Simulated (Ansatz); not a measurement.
C2H4AlBrO (`C[CH]1[O][Al]1[Br]`). Charge 0, multiplicity 1. Geometry: relaxed with PBE0-D4/def2-TZVP.

```xyz
9

C     0.249   -1.166   -0.529
C     0.416    0.016    0.376
O    -0.783    0.302    1.225
Al   -0.474    1.677    0.278
Br   -1.362    3.686   -0.074
H     1.131   -1.281   -1.165
H    -0.628   -1.081   -1.173
H     0.141   -2.081    0.066
H     1.310   -0.074    0.998
```

(1) What is the dipole moment at PBE/def2-TZVPP? (Estimate.)

(2) And with r2SCAN, B3LYP, ωB97M-V? (Estimate.)

(3) Give the Mulliken charges with PBE, B3LYP, r2SCAN in def2-TZVPP. (Best estimate.)

Answers

(1) Ansatz gave: 1.67 D, with components (0.95, 0.64, -1.21) D in this frame, pointing from negative to positive charge.

(2) Ansatz gave: r2SCAN 1.75 D, B3LYP 1.90 D, ωB97M-V 1.97 D.

(3) The calculation gave: 
| atom | PBE | B3LYP | r2SCAN |
| --- | --- | --- | --- |
| C1 | -0.20 | -0.20 | -0.08 |
| C2 | 0.05 | 0.06 | 0.03 |
| O3 | -0.34 | -0.41 | -0.41 |
| Al4 | 0.29 | 0.37 | 0.44 |
| Br5 | -0.11 | -0.13 | -0.13 |
| H6 | 0.08 | 0.07 | 0.04 |
| H7 | 0.07 | 0.06 | 0.02 |
| H8 | 0.09 | 0.09 | 0.05 |
| H9 | 0.07 | 0.08 | 0.04 |

B3LYP here is the variant with VWN-RPA as its local correlation; programs differ in this.
